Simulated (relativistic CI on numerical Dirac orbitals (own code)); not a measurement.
Radial parameters of Sc²⁺

These numbers are calculated, not measured: Dirac-Coulomb-Breit CI, KLI orbitals optimised for each configuration, model QED (radiative potential, 1s self-energy scaled to tabulated hydrogen-like ionisation energies), valence Slater integrals scaled by 0.85, P86 correlation energy added to each configuration (own radial code, finite nucleus).

Slater integrals F^k, G^k are unscaled and averaged over j, outside the closed core [Ne] 3s2; ζ comes from projecting the Hamiltonian with its Breit term on Σ l·s of the shell.

- 3p6 3d: ζ(3d) = 64.547 cm⁻¹; <r>(3d) = 1.542, <r^2>(3d) = 2.981 (bohr units).
- 3p6 4p: ζ(4p) = 285.37 cm⁻¹; <r>(4p) = 3.497, <r^2>(4p) = 13.79 (bohr units).
- 3p6 4d: ζ(4d) = 17.803 cm⁻¹; <r>(4d) = 4.971, <r^2>(4d) = 27.82 (bohr units).

In this model ζ of a weakly bound d, f or g electron outside closed shells comes out too small, for d by up to a factor of two or three and at times with the wrong sign; that of an outer p electron is too small as well.

For a near-neutral ion this model can misplace configurations by up to about 10,000 cm⁻¹ (more where the count of f electrons changes) and terms by 10 to 25 % of their spread. Rates follow the energies as ν³ (E1, M1) or ν⁵ (E2), so they and the lifetimes can be off by large factors. The fine structure of a lone outer electron comes out too small, for d and f at times inverted, and misplaced configurations move strength between like terms. 8 of the 8 excited levels that our extract of the measured tables holds in this range could be paired (the sources list more); they are missed by 500 cm⁻¹ on average and 2067 at most, and levels without a partner can miss by more.

Averages of the first 10 configurations, taken without configuration mixing, which lowers the lowest level and can move excited configurations by several eV; other configurations of the list can lie among them:

| Configuration | Parity | States | Average energy above the lowest level (eV) |
| --- | --- | --- | --- |
| 3p6 3d | even | 10 | 0.0 |
| 3p6 4s | even | 2 | 3.4 |
| 3p6 4p | odd | 6 | 7.9 |
| 3p6 5s | even | 2 | 14.2 |
| 3p6 4d | even | 10 | 13.9 |
| 3p6 5p | odd | 6 | 15.9 |
| 3p6 4f | odd | 14 | 17.2 |
| 3p6 5d | even | 10 | 18.3 |
| 3p6 6s | even | 2 | 18.4 |
| 3p6 6p | odd | 6 | 19.2 |
